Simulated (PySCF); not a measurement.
# CaBi: from constants to spectrum

UHF-CCSD(T) constants of CaBi, ⁴Σ⁻ (quartet), unpaired electrons σ ↑, π ↑↑ (Ca def2-SVP, Bi def2-SVP with ECP60; scalar-relativistic core potentials (PySCF 2.14); masses 39.9626 and 208.9804 u):

| Item | Value |
| --- | --- |
| ωe | 125.3 cm⁻¹ |
| ωexe | 0.974 cm⁻¹ |
| Be | 0.045195 cm⁻¹ |
| αe | 0.000320 cm⁻¹ |
| D (centrifugal) | 2.35e-08 cm⁻¹ |
| De to Ca + Bi | 0.347 eV |

Q: Give the vibrational terms G(v) and spacings up to v = 6.

A: G(v) = ωe(v+½) − ωexe(v+½)².

```
v  G(v) (cm⁻¹)  G(v) − G(v−1)  Bv (cm⁻¹)
0         62.4                   0.04503
1        185.8          123.4    0.04471
2        307.2          121.4    0.04439
3        426.6          119.5    0.04407
4        544.1          117.5    0.04376
5        659.7          115.6    0.04344
6        773.3          113.6    0.04312
```

Q: How well does the Morse estimate ωe²/(4ωexe) reproduce De, and what is D0?

A: It gives 0.500 eV, 144 % of the computed De. D0 = De − G(0) = 0.347 − 0.008 = 0.339 eV.

Correlated steps freeze 9 core orbitals. The bond is weak. Basis-set superposition, not corrected here, can be much of De in a small basis, most of all at correlated wavefunction levels. These are scalar-relativistic numbers at best; spin–orbit coupling would shift them, the dissociation energy most. The state was picked by a PBE0 search and need not be the measured ground state.
